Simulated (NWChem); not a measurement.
Species: CH₂ClF₃Si; SMILES FC[Si](F)(F)Cl

```xyz
8

F     -0.4515    -2.5477     0.0000
C     -1.0476    -1.3110     0.0000
Si     0.2395     0.0471     0.0000
F      1.1894    -0.0487     1.2891
F      1.1894    -0.0487    -1.2891
Cl    -0.6930     1.8575     0.0000
H     -1.6957    -1.2064     0.8887
H     -1.6957    -1.2064    -0.8887
```
Atoms are numbered in this order, from 1.

Results from NWChem. Pople sets run with spherical d functions. The geometry was optimised at PBE0/def2-SVP. Atomic charges in e: unrestrained fits to the electrostatic potential beside Mulliken populations; buried atoms are poorly determined by the fit.

For level B3LYP/def2-SVP:

```
Quantity      Result
------------  ------
Mulliken F1    -0.26
Mulliken C2     0.07
ESP Si3         0.78
Mulliken Si3    0.93
Mulliken F4    -0.31
Mulliken F5    -0.31
```

Problem. How do the values read with level Hartree-Fock/6-31G* instead?

Solution. Mulliken F1: -0.43
Mulliken C2: -0.14
ESP Si3: 1.03
Mulliken Si3: 1.51
Mulliken F4: -0.50
Mulliken F5: -0.50
